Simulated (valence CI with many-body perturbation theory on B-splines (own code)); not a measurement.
# Tl X: M1 decay

Computed by relativistic CI+MBPT: four valence electrons over a frozen Dirac-Fock core [Xe] 4f14, radial functions for each j: 7 s, 7 p, 8 d, 6 f, 4 g, 1 h, with the one-electron correlation potential Σ1, the two-electron term Σ2, the three-electron term Σ3, Breit, model QED; selected CI, second order for the rest, scaled by the run's own slope (own B-spline code, finite nucleus).

No measured spectrum was set against this ion. As an estimate, terms of the open shell hold to 2 to 4 % of their energy, and close levels can change places. Excitations out of the core, of the other parity, are not computed and may begin above about 47 eV (a cautious bound); beyond it only levels of the ground parity were kept, without lifetimes.

Lines 51 to 100 of 119 in falling wavelength, among levels below 46.953 eV, chosen from the decays that carry over 1 % of a level's rate. Wavelengths and rates use the calculated energies, so an error of 2000 cm⁻¹ moves a line at 3694 Å by 7.4 % and its rate by three times that or more. Weak lines are less certain than strong ones. Lines between different terms over intervals too small for the method are left out, as are lines whose strength nearly cancels.

Levels are named by their leading jj configuration (3d3/2^4 stands for four electrons in 3d with j = 3/2), which in mixed levels can hold well under half, so a name can repeat and another be missing. Letters in brackets count levels of one name in rising energy.

```tsv
λ vac (Å)	Upper	Lower	Type	A (s⁻¹)	Branch %
3694	(5d3/2 5d5/2^3) J=5	(5d3/2^2 5d5/2^2) J=5	M1	8.98e+01	31.7
3585	(5d3/2^2 5d5/2^2) J=0 [a]	(5d3/2^3 5d5/2) J=1	M1	7.50e+02	100.0
3419	(5d3/2 5d5/2^3) J=6	(5d3/2^2 5d5/2^2) J=5	M1	1.58e+02	56.3
3336	(5d3/2 5d5/2^3) J=3 [b]	(5d3/2^2 5d5/2^2) J=3 [b]	M1	1.44e+02	30.3
3264	(5d3/2^2 5d5/2^2) J=1	(5d3/2^3 5d5/2) J=2	M1	3.61e+02	91.2
3257	(5d3/2 5d5/2^3) J=3 [b]	(5d3/2^2 5d5/2^2) J=2 [b]	M1	8.25e+01	17.3
3224	(5d3/2^2 5d5/2^2) J=2 [e]	(5d3/2^2 5d5/2^2) J=3 [b]	M1	7.29e+01	13.6
3171	(5d3/2 5d5/2^3) J=1 [a]	(5d3/2^2 5d5/2^2) J=2 [a]	M1	2.33e+02	26.0
3171	(5d3/2^2 5d5/2^2) J=4 [b]	(5d3/2^3 5d5/2) J=4	M1	2.05e+00	3.7
3153	(5d3/2^2 5d5/2^2) J=4 [b]	(5d3/2^3 5d5/2) J=3	M1	1.84e+01	32.8
3149	(5d3/2 5d5/2^3) J=3 [b]	(5d3/2^2 5d5/2^2) J=4 [b]	M1	5.95e+01	12.5
3149	(5d3/2^2 5d5/2^2) J=2 [e]	(5d3/2^2 5d5/2^2) J=2 [b]	M1	3.03e+01	5.7
3125	(5d3/2^2 5d5/2^2) J=4 [c]	(5d3/2^2 5d5/2^2) J=5	M1	1.53e+01	5.5
3094	(5d3/2 5d5/2^3) J=3 [c]	(5d3/2^2 5d5/2^2) J=2 [c]	M1	8.00e+01	20.6
3094	(5d3/2 5d5/2^3) J=3 [c]	(5d3/2 5d5/2^3) J=3 [a]	M1	5.00e+00	1.3
3052	(5d3/2^2 5d5/2^2) J=2 [b]	(5d3/2^3 5d5/2) J=3	M1	2.39e+00	3.5
3050	(5d3/2 5d5/2^3) J=1 [b]	(5d3/2^2 5d5/2^2) J=2 [c]	M1	1.10e+02	15.8
3046	(5d3/2^2 5d5/2^2) J=2 [d]	(5d3/2^2 5d5/2^2) J=1	M1	2.57e+01	8.2
3001	(5d3/2^2 5d5/2^2) J=3 [b]	(5d3/2^3 5d5/2) J=4	M1	1.58e+02	84.8
2985	(5d3/2^2 5d5/2^2) J=3 [b]	(5d3/2^3 5d5/2) J=3	M1	1.03e+01	5.5
2983	(5d5/2^4) J=4	(5d3/2 5d5/2^3) J=3 [a]	M1	1.79e+02	17.1
2882	(5d3/2^2 5d5/2^2) J=2 [a]	(5d3/2^3 5d5/2) J=1	M1	2.59e+02	71.2
2823	(5d3/2 5d5/2^3) J=5	(5d3/2^2 5d5/2^2) J=4 [a]	M1	3.26e+01	11.5
2787	(5d3/2 5d5/2^3) J=0	(5d3/2^2 5d5/2^2) J=1	M1	5.45e+02	88.7
2762	(5d3/2^2 5d5/2^2) J=4 [c]	(5d3/2^2 5d5/2^2) J=3 [a]	M1	9.29e+01	33.1
2642	(5d3/2 5d5/2^3) J=3 [c]	(5d3/2 5d5/2^3) J=4 [a]	M1	5.60e+01	14.5
2619	(5d3/2^2 5d5/2^2) J=2 [b]	(5d3/2^3 5d5/2) J=2	M1	1.39e+01	20.4
2615	(5d3/2^2 5d5/2^2) J=2 [d]	(5d3/2^2 5d5/2^2) J=2 [a]	M1	6.25e+00	2.0
2608	(5d3/2 5d5/2^3) J=1 [a]	(5d3/2^2 5d5/2^2) J=0 [a]	M1	3.37e+02	37.5
2572	(5d3/2^2 5d5/2^2) J=2 [d]	(5d3/2^2 5d5/2^2) J=3 [a]	M1	3.31e+01	10.6
2570	(5d3/2^2 5d5/2^2) J=3 [b]	(5d3/2^3 5d5/2) J=2	M1	1.11e+01	5.9
2561	(5d5/2^4) J=4	(5d3/2 5d5/2^3) J=4 [a]	M1	5.29e+02	50.4
2545	(5d3/2^2 5d5/2^2) J=2 [e]	(5d3/2^2 5d5/2^2) J=1	M1	1.18e+02	22.0
2510	(5d3/2 5d5/2^3) J=4 [a]	(5d3/2^3 5d5/2) J=4	M1	1.04e+01	2.2
2499	(5d3/2 5d5/2^3) J=4 [a]	(5d3/2^3 5d5/2) J=3	M1	9.88e+01	20.5
2478	(5d3/2^2 5d5/2^2) J=4 [c]	(5d3/2^2 5d5/2^2) J=4 [a]	M1	1.12e+02	40.1
2290	(5d3/2 5d5/2^3) J=3 [b]	(5d3/2^2 5d5/2^2) J=2 [a]	M1	6.73e+00	1.4
2257	(5d3/2 5d5/2^3) J=3 [b]	(5d3/2^2 5d5/2^2) J=3 [a]	M1	6.41e+01	13.5
2237	(5d3/2^2 5d5/2^2) J=2 [e]	(5d3/2^2 5d5/2^2) J=2 [a]	M1	5.57e+00	1.0
2205	(5d3/2^2 5d5/2^2) J=2 [e]	(5d3/2^2 5d5/2^2) J=3 [a]	M1	1.74e+02	32.4
2196	(5d3/2 5d5/2^3) J=3 [a]	(5d3/2^3 5d5/2) J=3	M1	5.84e+01	8.8
2195	(5d3/2^2 5d5/2^2) J=2 [c]	(5d3/2^3 5d5/2) J=3	M1	4.58e+02	78.0
2194	(5d3/2 5d5/2^3) J=1 [b]	(5d3/2^2 5d5/2^2) J=2 [b]	M1	1.94e+01	2.8
2167	(5d3/2 5d5/2^3) J=3 [c]	(5d3/2^2 5d5/2^2) J=4 [b]	M1	9.68e+00	2.5
2098	(5d3/2^2 5d5/2^2) J=2 [b]	(5d3/2^3 5d5/2) J=1	M1	3.15e+01	46.3
2064	(5d3/2 5d5/2^3) J=3 [b]	(5d3/2^2 5d5/2^2) J=4 [a]	M1	7.91e+01	16.6
1989	(5d3/2 5d5/2^3) J=5	(5d3/2^3 5d5/2) J=4	M1	7.76e+00	2.7
1962	(5d3/2 5d5/2^3) J=3 [a]	(5d3/2^3 5d5/2) J=2	M1	1.07e+02	16.3
1962	(5d3/2^2 5d5/2^2) J=2 [c]	(5d3/2^3 5d5/2) J=2	M1	4.88e+01	8.3
1883	(5d3/2 5d5/2^3) J=1 [b]	(5d3/2^2 5d5/2^2) J=1	M1	5.99e+01	8.6
```
